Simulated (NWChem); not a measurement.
System: C2H6BO2 cation

Input file for NWChem:

```
start job
memory heap 200 mb stack 700 mb global 900 mb
charge 1
geometry units angstroms noautoz
  C      0.042595     2.627479     0.054401
  O     -0.151537     1.234243    -0.218370
  B     -0.002004    -0.000315    -0.184110
  O      0.146208    -1.234878    -0.227096
  C     -0.039044    -2.627678     0.054402
  H     -0.119804     2.791387     1.125984
  H      1.064594     2.892605    -0.240284
  H     -0.693172     3.176380    -0.542980
  H      0.495218    -3.185260    -0.722285
  H      0.384198    -2.831650     1.044726
  H     -1.113318    -2.843870     0.026360
end
basis spherical
  * library 6-31g*
end
dft
  xc revpbe cpbe96
  iterations 150
  mulliken
end
task dft energy
```

Parts of the log:

```
             Northwest Computational Chemistry Package (NWChem) 7.3.0
             --------------------------------------------------------

 C1  symmetry detected

                             Geometry "geometry" -> ""
                             -------------------------

 Output coordinates in angstroms (scale by  1.889725989 to convert to a.u.)

  No.       Tag          Charge          X              Y              Z
 ---- ---------------- ---------- -------------- -------------- --------------
    1 C                    6.0000     0.13343404    -2.62731088     0.06509178
    2 O                    8.0000    -0.13897883    -1.23561665    -0.14027663
    3 B                    5.0000    -0.10360246     0.00015380    -0.00139815
    4 O                    8.0000    -0.14547511     1.23596617     0.13635110
    5 C                    6.0000     0.13640103     2.62695436    -0.06150989
    6 H                    1.0000     1.20451068    -2.79327117    -0.09855846
    7 H                    1.0000    -0.15886743    -2.88349995     1.09005033
    8 H                    1.0000    -0.46610640    -3.18211323    -0.66446635
    9 H                    1.0000    -0.63861809     3.18957135     0.46988804
   10 H                    1.0000     1.12789769     2.83392143     0.35751157
   11 H                    1.0000     0.10581700     2.83396549    -1.13752149

 Effective nuclear repulsion energy (a.u.)     158.4516837467

  pbe96 is a nonlocal functional; adding pw91lda local functional.

                                 NWChem DFT Module
                                 -----------------

 Summary of "ao basis" -> "ao basis" (spherical)
 ------------------------------------------------------------------------------
       Tag                 Description            Shells   Functions and Types
 ---------------- ------------------------------  ------  ---------------------
 C                           6-31g*                  6       14   3s2p1d
 O                           6-31g*                  6       14   3s2p1d
 B                           6-31g*                  6       14   3s2p1d
 H                           6-31g*                  2        2   2s

            General Information
            -------------------
          SCF calculation type: DFT
          Wavefunction type:  closed shell.
          No. of atoms     :    11
          No. of electrons :    38
           Alpha electrons :    19
            Beta electrons :    19
          Charge           :     1
          Spin multiplicity:     1
          Use of symmetry is: off; symmetry adaption is: off
          Maximum number of iterations: 150
          AO basis - number of functions:    82
                     number of shells:    42
          Convergence on energy requested:  1.00D-06
          Convergence on density requested:  1.00D-05
          Convergence on gradient requested:  5.00D-04

              XC Information
              --------------
                        RevPBE Exchange Functional  1.000
            Perdew 1991 LDA Correlation Functional  1.000 local
           PerdewBurkeErnz. Correlation Functional  1.000 non-local

             Grid Information
             ----------------
          Grid used for XC integration:  medium
          Radial quadrature: Mura-Knowles
          Angular quadrature: Lebedev.
          Tag              B.-S. Rad. Rad. Pts. Rad. Cut. Ang. Pts.
          ---              ---------- --------- --------- ---------
          C                   0.70       49          13.0       434
          O                   0.60       49          11.0       434
          B                   0.85       49           9.0       434
          H                   0.35       45          13.0       434
          Grid pruning is: on
          Number of quadrature shells:   515
          Spatial weights used:  Erf1

      Superposition of Atomic Density Guess
      -------------------------------------

 Sum of atomic energies:        -252.34469649

 Renormalizing density from      39.00 to     38

      Non-variational initial energy
      ------------------------------

 Total energy =    -250.438595
 1-e energy   =    -639.496708
 2-e energy   =     230.606429
 HOMO         =      -0.671825
 LUMO         =      -0.257707

     ---------------------------------------------
      Total Density - Mulliken Population Analysis
     ---------------------------------------------

    Atom       Charge   Shell Charges
 -----------   ------   -------------------------------------------------------
    1 C    6     6.37   2.00  0.75  1.96  0.65  0.96  0.05
    2 O    8     8.63   2.00  0.94  3.33  0.77  1.57  0.02
    3 B    5     3.84   2.00  0.53  0.97  0.16  0.03  0.14
    4 O    8     8.63   2.00  0.94  3.33  0.77  1.57  0.02
    5 C    6     6.37   2.00  0.75  1.96  0.65  0.96  0.05
    6 H    1     0.70   0.46  0.24
    7 H    1     0.70   0.46  0.24
    8 H    1     0.69   0.46  0.24
    9 H    1     0.69   0.46  0.24
   10 H    1     0.69   0.46  0.24
   11 H    1     0.70   0.46  0.24

   convergence    iter        energy       DeltaE   RMS-Dens  Diis-err
 ---------------- ----- ----------------- --------- --------- ---------
 d= 0,ls=0.0,diis     1   -254.6501403896 -4.13D+02  1.91D-02  1.65D+00
 d= 0,ls=0.0,diis     2   -254.2629124204  3.87D-01  1.23D-02  5.77D+00
 d= 0,ls=0.0,diis     3   -254.8122425248 -5.49D-01  1.23D-03  2.63D-02
 d= 0,ls=0.0,diis     4   -254.8148215415 -2.58D-03  4.21D-04  2.99D-03
 d= 0,ls=0.0,diis     5   -254.8152113309 -3.90D-04  8.34D-05  9.51D-05
  Resetting Diis
 d= 0,ls=0.0,diis     6   -254.8152211840 -9.85D-06  2.82D-05  1.07D-05
 d= 0,ls=0.0,diis     7   -254.8152225708 -1.39D-06  9.21D-06  3.88D-07
 d= 0,ls=0.0,diis     8   -254.8152224954  7.54D-08  5.76D-06  1.18D-06

         Total DFT energy =     -254.815222495417
      One electron energy =     -651.356622975297
           Coulomb energy =      272.117538581079
    Exchange-Corr. energy =      -34.027821847884
 Nuclear repulsion energy =      158.451683746685

 Numeric. integr. density =       38.000001159977

                       DFT Final Molecular Orbital Analysis
                       ------------------------------------

 Vector   17  Occ=2.000000D+00  E=-5.259899D-01
              MO Center=  2.8D-02, -8.4D-02, -8.5D-02, r^2= 6.7D+00
   Bfn.  Coefficient  Atom+Function         Bfn.  Coefficient  Atom+Function
  ----- ------------  ---------------      ----- ------------  ---------------
     5      0.256804   1 C  pz               61      0.253448   5 C  pz
    47     -0.209482   4 O  pz               19     -0.204495   2 O  pz
    33     -0.203077   3 B  pz               75     -0.168952   8 H  s
    81     -0.164048  11 H  s                51     -0.133682   4 O  pz
    23     -0.130401   2 O  pz               73      0.130368   7 H  s

 Vector   18  Occ=2.000000D+00  E=-4.855912D-01
              MO Center= -7.4D-02, -2.2D-02, -1.1D-02, r^2= 5.2D+00
   Bfn.  Coefficient  Atom+Function         Bfn.  Coefficient  Atom+Function
  ----- ------------  ---------------      ----- ------------  ---------------
    19      0.372399   2 O  pz               47     -0.371556   4 O  pz
    23      0.265545   2 O  pz               51     -0.264970   4 O  pz
     5     -0.216675   1 C  pz               61      0.214039   5 C  pz
    73     -0.151906   7 H  s                81     -0.152664  11 H  s
    82     -0.124724  11 H  s                74     -0.123539   7 H  s

 Vector   19  Occ=2.000000D+00  E=-4.848950D-01
              MO Center=  5.0D-02,  2.5D-02,  1.3D-02, r^2= 5.2D+00
   Bfn.  Coefficient  Atom+Function         Bfn.  Coefficient  Atom+Function
  ----- ------------  ---------------      ----- ------------  ---------------
    45     -0.372699   4 O  px               17      0.370790   2 O  px
    21      0.264571   2 O  px               49     -0.265681   4 O  px
    59      0.215454   5 C  px                3     -0.212210   1 C  px
    71     -0.147654   6 H  s                79      0.145785  10 H  s
    72     -0.120785   6 H  s                80      0.118635  10 H  s

 Vector   20  Occ=0.000000D+00  E=-2.024390D-01
              MO Center= -1.1D-01, -1.5D-03, -5.2D-03, r^2= 3.8D+00
   Bfn.  Coefficient  Atom+Function         Bfn.  Coefficient  Atom+Function
  ----- ------------  ---------------      ----- ------------  ---------------
    34      1.190554   3 B  s                20     -0.783816   2 O  s
    48     -0.782611   4 O  s                 8      0.329367   1 C  py
    64     -0.328163   5 C  py                4      0.240133   1 C  py
    60     -0.238990   5 C  py               16     -0.208079   2 O  s
    44     -0.207675   4 O  s                30      0.170004   3 B  s

 Vector   21  Occ=0.000000D+00  E=-1.861916D-01
              MO Center= -8.9D-02,  2.0D-02, -1.6D-02, r^2= 2.8D+00
   Bfn.  Coefficient  Atom+Function         Bfn.  Coefficient  Atom+Function
  ----- ------------  ---------------      ----- ------------  ---------------
    33      0.569634   3 B  pz               37      0.530907   3 B  pz
    82     -0.290285  11 H  s                19     -0.281288   2 O  pz
    47     -0.279350   4 O  pz               23     -0.273980   2 O  pz
    51     -0.270400   4 O  pz               74      0.270898   7 H  s
    62      0.244968   5 C  s                 6     -0.219537   1 C  s

 Vector   22  Occ=0.000000D+00  E=-1.822974D-01
              MO Center=  1.6D-01, -1.9D-02,  2.1D-02, r^2= 2.5D+00
   Bfn.  Coefficient  Atom+Function         Bfn.  Coefficient  Atom+Function
  ----- ------------  ---------------      ----- ------------  ---------------
    31      0.569207   3 B  px               35      0.557970   3 B  px
    34      0.332840   3 B  s                72      0.299215   6 H  s
    45     -0.294059   4 O  px               49     -0.293458   4 O  px
    17     -0.290406   2 O  px               21     -0.287164   2 O  px
    80      0.274528  10 H  s                 6     -0.208428   1 C  s

     ---------------------------------------------
      Total Density - Mulliken Population Analysis
     ---------------------------------------------

    Atom       Charge   Shell Charges
 -----------   ------   -------------------------------------------------------
    1 C    6     6.28   2.00  0.70  2.05  0.64  0.84  0.05
    2 O    8     8.22   2.00  0.88  3.00  0.81  1.51  0.02
    3 B    5     4.48   2.00  0.53  1.51  0.10  0.19  0.16
    4 O    8     8.22   2.00  0.88  3.00  0.81  1.51  0.02
    5 C    6     6.28   2.00  0.70  2.05  0.64  0.84  0.05
    6 H    1     0.76   0.52  0.23
    7 H    1     0.76   0.52  0.23
    8 H    1     0.75   0.52  0.23
    9 H    1     0.75   0.52  0.23
   10 H    1     0.76   0.52  0.23
   11 H    1     0.76   0.52  0.23

     -------------------------------------------
      Total Density - Lowdin Population Analysis
     -------------------------------------------

    Atom       Charge   Shell Charges
 -----------   ------   -------------------------------------------------------
    1 C    6     6.18   1.99  0.57  1.85  0.45  1.22  0.11
    2 O    8     7.88   1.99  0.76  2.80  0.55  1.74  0.05
    3 B    5     4.92   1.96  0.40  1.30  0.24  0.62  0.39
    4 O    8     7.88   1.99  0.76  2.80  0.55  1.74  0.05
    5 C    6     6.18   1.99  0.57  1.85  0.45  1.22  0.11
    6 H    1     0.83   0.49  0.34
    7 H    1     0.83   0.49  0.33
    8 H    1     0.82   0.49  0.33
    9 H    1     0.82   0.49  0.33
   10 H    1     0.83   0.49  0.33
   11 H    1     0.83   0.49  0.34

     Multipole analysis of the density
     ---------------------------------

     L   x y z        total         alpha         beta         nuclear
     -   - - -        -----         -----         ----         -------
     0   0 0 0      1.000000    -19.000000    -19.000000     39.000000

     1   1 0 0      0.239202      0.119601      0.119601      0.000000
     1   0 1 0     -0.001294     -0.000647     -0.000647      0.000000
     1   0 0 1      0.003749      0.001874      0.001874     -0.000000

     2   2 0 0    -19.023189    -16.618861    -16.618861     14.214533
     2   1 1 0      0.019680     -0.022099     -0.022099      0.063877
     2   1 0 1      0.000438     -0.000473     -0.000473      0.001384
     2   0 2 0      0.711358   -284.857039   -284.857039    570.425437
     2   0 1 1     -0.766323      0.913173      0.913173     -2.592669
     2   0 0 2    -19.075059    -16.030240    -16.030240     12.985422
```

Level: revPBE/6-31G* (spherical d). Coordinates come from a PBE0/def2-SVP optimisation.
